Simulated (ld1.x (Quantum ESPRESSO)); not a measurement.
The numbers below are computed, except where a source is named.
## Potentials for phosphorus (P) compared

Generated with ld1.x 7.5 (TM, RRKJ, ultrasoft, PAW), atompaw 4.2 or ONCVPSP 4.0.1. The cutoff is in Ry: for ld1.x and atompaw files where the sum of valence levels is converged to 10 mRy in a Bessel basis, for ONCV files where the hardest occupied wave has 1 mHa per electron of residual kinetic energy. The error is the largest all-electron minus pseudo excitation energy over each file’s own four to seven test configurations (ionisations up to +4, promotions, holes and added fractions of an electron), all of which were solved. The labels leave out finer settings (local radius, basis sizes, second energies), which also bear on the numbers. Spin-polarised tests are not counted. The rows are a selection from randomly drawn settings: files with unsolved tests, undetermined cutoffs or missed reference levels are left out.

| potential | cutoff (Ry) | largest error (meV) | bound ghosts |
| --- | --- | --- | --- |
| TM semilocal, PBE, scalar-relativistic, rc 1.15/1.40/1.10 (spd), local d, core correction no, reference 3s2 3p3 | 55 | +238 | none |
| TM, PBE, non-relativistic, rc 1.20/1.75/1.40 (spd), local p, core correction no, reference 3s2 3p3 | 50 | +225 | none |
| PAW, PBE, scalar-relativistic, rc 1.60/1.90 (sp), local smoothed, core correction yes, reference 3s2 3p2 | 15 | -109 | none |
| ultrasoft, LDA (PZ), non-relativistic, rc 1.40/1.70/1.55 (spd), local smoothed, core correction no, reference 3s2 3p2.5 | 18 | +356 | none |

(1) Fill in the row for P: ultrasoft, LDA (PZ), scalar-relativistic, rc 1.50/1.30 (sp), local smoothed, core correction yes, reference 3s2 3p3.

(2) Fill in the row for P: TM, PBE, scalar-relativistic, rc 1.70/1.25/1.60 (spd), local p, core correction no, reference 3s1.5 3p3.5.

(3) Fill in the row for P: TM, LDA (PZ), scalar-relativistic, rc 1.30/1.25/1.25 (spd), local s, core correction no, reference 3s2 3p1.

Answers

(1) cutoff 18 Ry, largest error +44 meV, bound ghosts: none.

(2) cutoff 70 Ry, largest error +166 meV, bound ghosts: none.

(3) cutoff 60 Ry, largest error +288 meV, bound ghosts: none.
